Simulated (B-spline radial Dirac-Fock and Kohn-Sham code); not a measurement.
**K-line shifts caused by a second vacancy in Rh²⁺**

System: Rh²⁺, [Kr] 4d7, inside a Watson sphere of charge -2 and radius 2.2 Å (a model of the Madelung potential; inside it an electron's potential energy is raised by 13.1 eV).

Level of theory: relaxed Dirac-Fock hole states (ΔSCF) with Breit and QED corrections and a finite nucleus; a radial finite-basis atomic code. Each two-hole energy is an average over J within one jj subconfiguration, not an observable level; in light atoms, where LS coupling holds, the j-resolved values are not observed lines, and for a K spectator the Kα1 hypersatellite is nearly forbidden. No correlation.

Lines without a spectator: Kα2 (K-L2) 20071.7 eV, Kα1 (K-L3) 20214.2 eV, Kβ3 (K-M2) 22695.2 eV, Kβ1 (K-M3) 22720.3 eV. Shifts in eV with one spectator hole (a dash: not computed, or left out as unreliable):

```tsv
spectator hole	Kα2	Kα1	Kβ3	Kβ1
K (1s)	+507.1	+520.0	+644.6	+647.2
L2 (2p1/2)	+54.3	+67.9	–	+145.7
L3 (2p3/2)	+55.1	+54.6	+131.8	–
M2 (3p1/2)	–	+7.22	+16.46	+20.17
M3 (3p3/2)	+5.59	–	+17.54	+16.95
M5 (3d5/2)	-1.89	-0.29	–	–
```

With n spectator holes in 2p, averaged over the 2p shell (energies in eV):

```tsv
n	KαLⁿ	step	hypersatellite KαʰLⁿ
0	20166.7	–	20682.4
1	20224.9	+58.3	20742.0
2	20284.4	+59.5	20802.9
3	20345.1	+60.7	20865.0
4	20407.1	+61.9	20928.3
5	20470.2	+63.2	20992.8
```
